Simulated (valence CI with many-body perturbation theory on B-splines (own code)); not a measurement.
The numbers below are computed, except where a source is named.
**From CI to CI+MBPT in Re LIV**

Level of theory: configuration interaction combined with many-body perturbation theory (CI+MBPT): four valence electrons over a frozen Dirac-Fock core [Ar], a basis of 9 s, 9 p, 10 d, 8 f, 5 g, 3 h, 1 i functions for each j, with the one-electron correlation potential Σ1 (screened to all orders), the two-electron term Σ2, the three-electron term Σ3, Breit, model QED; selected single and double excitations, second order for the rest (own B-spline code, finite nucleus).

No measured spectrum was set against this ion. As an estimate, large intervals hold to a few tenths of a per cent, small ones and those within an open d or f shell to about a per cent. The list stops below the first excitations out of the core. Only levels of the ground parity were solved; by the run's estimate the other parity begins above the list, which can be wrong where configurations are misplaced.

Each rung adds one term. CI alone is the Dirac-Coulomb CI over the frozen core; QED comes last and gives the full result, which names the levels. Energies are above (3d3/2^4) J=0 on the same rung, in eV.

Levels are named by their leading jj configuration (3d3/2^4 stands for four electrons in 3d with j = 3/2), which in mixed levels can hold well under half, so a name can repeat and another be missing. Letters in brackets count levels of one name in rising energy.

```
                    Level  CI alone    + Σ1    + Σ2    + Σ3  + Breit    Full
      (3d3/2^3 3d5/2) J=1     69.41   69.69   70.25   70.41    68.54   68.75
      (3d3/2^3 3d5/2) J=4     83.31   83.59   84.18   84.16    80.57   80.78
      (3d3/2^3 3d5/2) J=2     85.91   86.20   86.42   86.60    83.94   84.16
      (3d3/2^3 3d5/2) J=3     89.51   89.80   90.05   90.12    87.35   87.57
(3d3/2^2 3d5/2^2) J=0 [a]    147.96  148.52  149.31  149.31   145.88  146.30
(3d3/2^2 3d5/2^2) J=2 [a]    148.56  149.10  149.89  150.14   146.33  146.74
(3d3/2^2 3d5/2^2) J=4 [a]    152.08  152.63  153.73  153.86   148.71  149.13
(3d3/2^2 3d5/2^2) J=3 [a]    153.75  154.30  155.13  155.27   150.82  151.24
    (3d3/2^2 3d5/2^2) J=5    158.62  159.18  160.32  160.40   154.42  154.83
    (3d3/2^2 3d5/2^2) J=6    162.46  163.02  164.34  164.37   157.25  157.66
    (3d3/2^2 3d5/2^2) J=1    162.90  163.47  163.83  164.01   159.90  160.32
(3d3/2^2 3d5/2^2) J=3 [b]    166.75  167.30  167.69  167.79   162.89  163.31
(3d3/2^2 3d5/2^2) J=4 [b]    167.88  168.44  169.10  169.06   163.32  163.73
(3d3/2^2 3d5/2^2) J=2 [b]    169.21  169.78  169.99  170.20   165.35  165.77
(3d3/2^2 3d5/2^2) J=2 [c]    181.47  182.04  182.13  182.27   178.25  178.67
(3d3/2^2 3d5/2^2) J=4 [c]    187.71  188.28  188.41  188.60   183.70  184.12
(3d3/2^2 3d5/2^2) J=2 [d]    200.45  201.04  200.60  200.75   196.73  197.16
(3d3/2^2 3d5/2^2) J=0 [b]    216.42  217.03  216.32  216.55   213.19  213.63
      (3d3/2 3d5/2^3) J=4    230.72  231.55  232.87  232.94   226.34  226.97
```

Q: How does the ionisation energy move along the ladder, and which term matters most?

A: CI alone 5092.6, + Σ1 5095.2, + Σ2 5104.1, + Σ3 5104.3, + Breit 5099.1, + QED 5099.4 eV. The largest step is Σ2, 8.9 eV. NIST lists 5099 ± 5 eV (theoretical).
